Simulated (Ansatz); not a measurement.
System: C7H15, charge 0, multiplicity 2. It need not be the lowest isomer of its formula. SMILES: C[CH]CC(C)(C)C
Geometry from a B3LYP-D3(BJ)/def2-TZVP (Ansatz, an electronic-structure program) optimisation:
```
C
C 1 1.5317
H 2 1.0908 1 111.27
H 2 1.0924 3 107.80 1 121.50
H 2 1.0926 3 107.99 4 116.30
C 1 1.5318 2 109.66 3 57.65
H 6 1.0911 1 111.31 2 -59.13
H 6 1.0924 7 107.82 1 -121.56
H 6 1.0927 7 108.03 8 -116.30
C 1 1.5321 2 109.42 3 177.65
H 10 1.0924 1 110.88 2 -60.49
H 10 1.0925 11 107.88 1 121.85
H 10 1.0925 11 107.87 12 116.33
C 1 1.5606 2 110.19 3 -63.68
H 14 1.0954 1 107.45 2 -63.75
H 14 1.0970 15 106.69 1 114.06
C 14 1.4861 15 109.35 16 118.47
H 17 1.0836 14 118.51 15 -162.80
C 17 1.4860 18 118.14 14 173.36
H 19 1.0930 17 111.83 18 36.14
H 19 1.0935 20 108.24 17 -123.10
H 19 1.1010 20 106.26 21 -113.84
```
Charge 0, spin multiplicity 2.

Quantity: atomisation energy (electronic, to ground-state atoms), in kcal/mol. Cores are frozen in the correlated levels unless marked. Open shells are spin-unrestricted. Spin-orbit coupling is left out. No relativistic terms. The coupled-cluster limit lacks core correlation, which all-electron functionals hold. Basis-set limits of correlation are two-point, X^-3; Hartree-Fock from the larger set. The bracket is a focal-point correction in the basis named.

```tsv
level	program	atomisation energy (kcal/mol)
HF/STO-3G	Ansatz	1992.9
HF/cc-pVDZ	Ansatz	1566.3
BLYP-D4/def2-TZVPD	Ansatz + dftd4	2068.1
r2SCAN/def2-TZVPD	Ansatz	2084.4
r2SCAN-D3(BJ)/def2-TZVPD	Ansatz + dftd3	2088.1
r2SCAN0-D4/def2-TZVPD	Ansatz + dftd4	2072.6
LC-wPBE/def2-TZVPD	Ansatz	2079.5
wB97X-V/def2-TZVPD	Ansatz	2081.6
MP2/cc-pVDZ	Ansatz	1961.9
RI-MP2/CBS(cc-pVTZ,cc-pVQZ)	Ansatz	2096.1
SCS-MP2/STO-3G	Ansatz	2181.4
CCSD(T)/6-31G*	Ansatz	1913.6
CCSD(T)/cc-pVTZ	Ansatz	2037.7
RI-MP2/CBS(cc-pVTZ,cc-pVQZ)+[CCSD(T)-MP2]/cc-pVDZ	Ansatz	2081.7
RI-MP2/CBS(cc-pVTZ,cc-pVQZ)+[CCSD(T)-MP2]/cc-pVTZ	Ansatz	2080.7
```
